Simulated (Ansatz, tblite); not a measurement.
Cost and result up the ladder for [GeBr3]- (GeBr3⁻) (4 atoms). Total charge -1; singlet. Geometry: PBE0-D4/def2-SVPD.

```xyz
4

Ge    0.179    0.242    0.851
Br    0.101    1.994   -0.908
Br   -1.980   -0.879    0.348
Br    1.699   -1.356   -0.292
```

Ansatz on 4 threads of Arm Neoverse N1 on a shared host; xTB runs through tblite on one thread. Times are rough, summed over both states, and most runs start from the orbitals of an earlier one. PBE0-D4/def2-TZVPD serves as the yardstick here, not as an exact answer. The other state is a triplet.

The xTB rows come from tblite.

xTB has no spin-polarisation term.

| level | functions | wall time |
| --- | --- | --- |
| GFN1-xTB | 36 | 0.015 s |
| GFN2-xTB | 36 | 0.015 s |
| PBE-D4/def2-TZVPD | 225 | 17 s |
| PBE0-D4/def2-TZVPD | 225 | 54 s |

Q: Estimate what each level gives for the vertical triplet (eV).

A: 
| level | vertical triplet (eV) | difference from PBE0-D4/def2-TZVPD (eV) | remarks |
| --- | --- | --- | --- |
| GFN1-xTB | 4.05 | 0.24 | – |
| GFN2-xTB | 5.50 | 1.69 | – |
| PBE-D4/def2-TZVPD | 3.64 | -0.18 | HOMO above zero (triplet) |
| PBE0-D4/def2-TZVPD | 3.81 | 0.00 | HOMO above zero (triplet) |
